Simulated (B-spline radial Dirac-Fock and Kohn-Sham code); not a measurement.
# Al³⁺ 1s: cross section and angular parameters

System: Al³⁺ in the configuration [He] 2s2 2p6; threshold 1586.6 eV (orbital energy of the model). Calculated with a B-spline atomic structure program, using Dirac-Hartree-Slater photoionisation with a Latter tail; cross sections with all multipoles, angular parameters from the dipole term and its interference with E2.

Input of the calculation (task.json; shells as n, l, electrons):

```json
{"items": [{
  "Z": 13,
  "q": 3,
  "cfg": [[1, 0, 2], [2, 0, 2], [2, 1, 6]],
  "A": 27,
  "rrms": 3.061,
  "do": "xps",
  "hv": [57.0, 60, 62.2, 62.4, 67.8, 69.8, 80, 118.0, 129.0, 200, 277.0, 283.0, 426.0, 680.0, 713.0, 1000, 1253.6, 1790.0, 2000, 2160.0, 2670.0, 3060.0, 3380.0, 3420.0, 4800.0, 7370.0, 9251.7, 13500.0, 15000]
}]}
```

Command: `python xray2_run.py task.json out`

| hν (eV) | σ (kb) | β | γ |
| --- | --- | --- | --- |
| 1790 | 124 | 2.000 | 0.103 |
| 2000 | 92.9 | 2.000 | 0.257 |
| 2160 | 76.6 | 2.000 | 0.352 |
| 2670 | 44.4 | 2.000 | 0.581 |
| 3060 | 30.9 | 2.000 | 0.722 |
| 3380 | 23.7 | 2.000 | 0.822 |
| 3420 | 22.9 | 2.000 | 0.834 |
| 4800 | ? | ? | ? |
| 7370 | 2.62 | 2.000 | 1.672 |
| 9251.7 | 1.34 | 2.000 | 1.955 |
| 13500 | 0.432 | 2.000 | 2.485 |
| 15000 | 0.313 | 1.999 | 2.647 |

Q: Give the values at 4800 eV.

A: σ = 8.98 kb, β = 2.000, γ = 1.185. For an s subshell δ is negligible.
